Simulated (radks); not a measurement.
Ionisation of neutral gold, [Xe] 4f14 5d10 6s1, to [Xe] 4f14 5d10 as the strength of local exchange is varied. All-electron calculation, Dirac Kohn-Sham, Slater X-alpha exchange (alpha = 2/3 is LDA exchange), no correlation, spin-unpolarised, spherical densities, point nucleus. Program: a radial shooting solver on a logarithmic mesh with Libxc functionals.

| alpha | E(Au) (hartree) | exchange (hartree) | IE (eV) | -e of the level emptied (eV) | <r> of it (bohr) |
|---|---|---|---|---|---|
| 0.667 | -19029.4472 | -346.6549 | 8.708 | 5.070 (6s1/2) | 2.896 |
| 0.675 | -19033.6054 | -350.8953 | 8.764 | 5.121 (6s1/2) | 2.890 |
| 0.825 | -19111.7542 | -430.7633 | 9.854 | 6.113 (6s1/2) | 2.781 |
| 0.928 | -19165.6153 | -486.0021 | 10.637 | 6.837 (6s1/2) | 2.711 |
| 0.971 | -19188.1489 | -509.1583 | 10.972 | 7.149 (6s1/2) | 2.683 |
| 0.995 | -19200.7380 | -522.1070 | 11.161 | 7.326 (6s1/2) | 2.668 |
| 1.011 | -19209.1356 | -530.7492 | 11.287 | 7.445 (6s1/2) | 2.658 |
| 1.048 | -19228.5701 | -550.7640 | 11.583 | 7.723 (6s1/2) | 2.634 |

NIST Atomic Spectra Database: 9.226 eV (measured). The Delta-SCF value meets it near alpha = 0.74. Spin polarisation and multiplet splitting are left out, so open shells lie too high by an amount that depends on their filling.

Beside tabulated values, note that spin-unpolarised runs miss the spin-polarisation part of the exchange energy of open shells.
